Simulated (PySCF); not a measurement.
The dipole of transoidal hexafluoroacetone imine (`N=C(C(F)(F)F)C(F)(F)F`) from its density and from atomic charges.

Coordinates (GFN2-xTB, Å) and charges (e) from the PBE0/pcSseg-1 density (PySCF):

| atom | x | y | z | Mulliken | IAO | Hirshfeld | ESP-fitted |
| --- | --- | --- | --- | --- | --- | --- | --- |
| N1 | -0.043 | 1.453 | -0.908 | -0.2544 | -0.3446 | -0.1745 | -0.5967 |
| C2 | 0.022 | 0.397 | -0.256 | -0.2234 | +0.0789 | +0.0403 | +0.2021 |
| C3 | 1.384 | -0.259 | -0.037 | +0.9031 | +0.7988 | +0.2524 | +0.5709 |
| F4 | 2.355 | 0.413 | -0.640 | -0.2396 | -0.2538 | -0.0755 | -0.1725 |
| F5 | 1.683 | -0.324 | 1.264 | -0.2571 | -0.2703 | -0.0903 | -0.1975 |
| F6 | 1.400 | -1.508 | -0.511 | -0.2569 | -0.2705 | -0.0900 | -0.1986 |
| C7 | -1.168 | -0.346 | 0.381 | +0.8963 | +0.7764 | +0.2539 | +0.6212 |
| F8 | -1.328 | -1.568 | -0.128 | -0.2472 | -0.2613 | -0.0839 | -0.2027 |
| F9 | -2.297 | 0.335 | 0.147 | -0.2681 | -0.2746 | -0.0812 | -0.2148 |
| F10 | -1.040 | -0.465 | 1.702 | -0.2466 | -0.2611 | -0.0832 | -0.2026 |
| H11 | -0.962 | 1.874 | -1.039 | +0.1940 | +0.2820 | +0.1317 | +0.3911 |

Q: What dipole does each set of charges give (1 e·Å = 4.803 D), and what does the density give?

A: The full density gives (-1.56, 0.98, -0.40) D, 1.89 D in size; dipole vectors point from the negative to the positive end.

```tsv
scheme	μx	μy	μz	size (D)	share of the full size (%)	angle to the full dipole (°)
Mulliken	-0.64	0.70	-0.35	1.01	53	17
IAO	-1.14	1.98	-1.09	2.53	134	29
Hirshfeld	-0.66	0.64	-0.31	0.97	51	13
ESP-fitted	-1.56	1.03	-0.43	1.92	102	1
```

Q: Which set comes closest?

A: Length of the difference vector: ESP-fitted 0.06 D, Mulliken 0.96 D, Hirshfeld 0.97 D, IAO 1.28 D. Closest: ESP-fitted. The schemes that divide the density aren't constrained to reproduce the dipole.

Q: What is left for the Hirshfeld atoms' own dipoles?

A: The Hirshfeld atoms' densities add up to the full density, so μ = Σ q r + Σ (atomic dipoles). The atomic dipoles sum to (-1.56, 0.98, -0.40) − (-0.66, 0.64, -0.31) = (-0.90, 0.34, -0.09) D, 0.97 D in size.

Q: With the origin at the mean of the coordinates, (0.000, 0.000, -0.002) Å, which are the largest single terms, by size, of the Mulliken dipole along the direction of the full one?

A: C3 -5.51, C7 +3.03, F9 -2.63, F6 +2.27, F5 +2.26 D; all 11 atoms together +0.97 D. The single terms depend on the origin, their sum doesn't.

Q: Give the size of the full dipole in other units.

A: 1.89 D = 0.742 au = 0.393 e·Å = 6.29 × 10⁻³⁰ C·m.

Geometry: GFN2-xTB; no solvent, vibrations or thermal averaging. GFN2-xTB frequencies show an imaginary mode (22i cm⁻¹), so this geometry is no minimum at that level.

Shape of the structure used: `[NH:1]=[C:2]([C:3]([F:4])([F:5])[F:6])[C:7]([F:8])([F:9])[F:10]`: N1–C2–C3–F4 -2°, N1–C2–C7–F8 118°.
